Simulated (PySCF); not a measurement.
## Spinor energies of Cs(38+) (caesium, charge +38)

Start: [Ne] 3s2 3p5; 3p1/2 filled at m_j = -1/2, +1/2; 3p3/2 filled at m_j = -1/2, +1/2, +3/2. Calculated with PySCF 2.14 in an even-tempered Gaussian basis (19 s from 7.7 bohr⁻², ratio 2.4; 14 p from 10 bohr⁻², ratio 2.4; 4 d from 39 bohr⁻², ratio 2.6; 4 f from 58 bohr⁻², ratio 2.6): generalised Hartree-Fock with the X2C-1e Hamiltonian and a Gaussian nucleus; one run each with spin-orbit coupling (SO) switched off, then screened by Boettger's factors.

| spinor shell | electrons | ε, spin-free (eV) | ε, screened SO (eV) | weight of nominal j (screened SO) | rms radius, screened SO (bohr) |
| --- | --- | --- | --- | --- | --- |
| 1s1/2 | 2 | -38343.3 | -38338.0 | 1.000 | 0.0298 |
| 2s1/2 | 2 | -7880.1 | -7878.0 | 1.000 | 0.120 |
| 2p1/2 | 2 | -7291.8 | -7543.4 | 1.000 | 0.103 |
| 3s1/2 | 2 | -2989.3 | -2988.6 | 1.000 | 0.291 |
| 3p1/2 | 2 | -2799.1 | -2858.6 | 0.998 | 0.280 |
| 3p3/2 | 3 | -2799.1 | -2771.9 | 0.999 | 0.289 |

(1) Where does 2p3/2 lie, and what is the 2p spin-orbit splitting (screened SO)?

```tsv
quantity	spin-free	screened SO
E (hartree)	-6586.77813	-6590.47054
M_J	3/2	3/2
⟨J²⟩	3.751	3.751
⟨L²⟩	2.000	2.013
⟨S²⟩	0.750	0.763
```

Each row is a mean over spinors that exchange with the open shell spreads, by up to 19.606 eV (3s1/2).

Breit and QED terms are absent; they matter most for the inner s and p1/2 levels.

Densities and radii are taken from the X2C orbitals without a picture-change correction, which distorts them close to the nucleus.

Without spin-orbit coupling the j labels of p, d and f shells carry no meaning; the spin-free column gives the mean over the occupied spinors of each nl shell.

Answers

(1) At -7178.2 eV, 365.24 eV above 2p1/2.
